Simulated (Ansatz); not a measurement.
trimethyl amine (C₃H₉N), singlet, geometry from GFN2-xTB; MP2/6-31G** (Ansatz, a first-principles code).

Input for Ansatz:
Ansatz 0.2 input:
```yaml
crystal:
  periodic: [false, false, false]
  atoms:
    - {symbol: N, position_ang: [-0.00261790, 0.00013854, 0.37401739]}
    - {symbol: C, position_ang: [-0.00152192, 1.37970834, -0.06300031]}
    - {symbol: C, position_ang: [1.19627023, -0.68818901, -0.05385049]}
    - {symbol: C, position_ang: [-1.19343643, -0.69158875, -0.07057579]}
    - {symbol: H, position_ang: [0.00601956, 1.47958855, -1.16082857]}
    - {symbol: H, position_ang: [0.87937092, 1.88014242, 0.33668072]}
    - {symbol: H, position_ang: [-0.88934309, 1.87762614, 0.32430169]}
    - {symbol: H, position_ang: [1.29087415, -0.73861551, -1.15101370]}
    - {symbol: H, position_ang: [1.18494027, -1.70346684, 0.34014693]}
    - {symbol: H, position_ang: [2.06712214, -0.17042002, 0.34575384]}
    - {symbol: H, position_ang: [-1.27253017, -0.74226236, -1.16895468]}
    - {symbol: H, position_ang: [-2.07126594, -0.17630754, 0.31678972]}
    - {symbol: H, position_ang: [-1.18473380, -1.70683808, 0.32356185]}
basis:
  gaussian:
    orbitals: 6-31G__.json
magnetization: {spin_polarized: false}
correlation: {method: mp2}
```
The basis file holds 6-31G** in the JSON format of the Basis Set Exchange.

Problem. Write the output that Ansatz gives for this input, abridged.

Solution. 
```
Functional definition: HF
1044 factors; integrals over basis functions are off by at most 1.3e-3 eV
mean field evaluation 1: about -4713.1704 eV, gradient 2.7e1 eV
mean field evaluation 2: about -4713.2300 eV, gradient 2.7e1 eV
mean field evaluation 4: about -4715.2212 eV, gradient 4.0e0 eV
mean field evaluation 8: about -4715.2582 eV, gradient 1.3e-4 eV
mean field -4715.25823151 eV, -173.2825438911 hartree, gradient 2.6e-6 eV, S^2 0.000000; 0 other end points of the search recorded, 0 dependent functions left out
4 core orbitals not correlated
reference -4715.25823151 eV, -173.2825438911 hartree; 13, 13 occupied and 88, 88 virtual orbitals, 1044 factors
second order -16.83319545 eV of doubles, -0.00000000 eV of singles
Total energy: -4732.09142696 eV, -173.9011524141 hartree
```
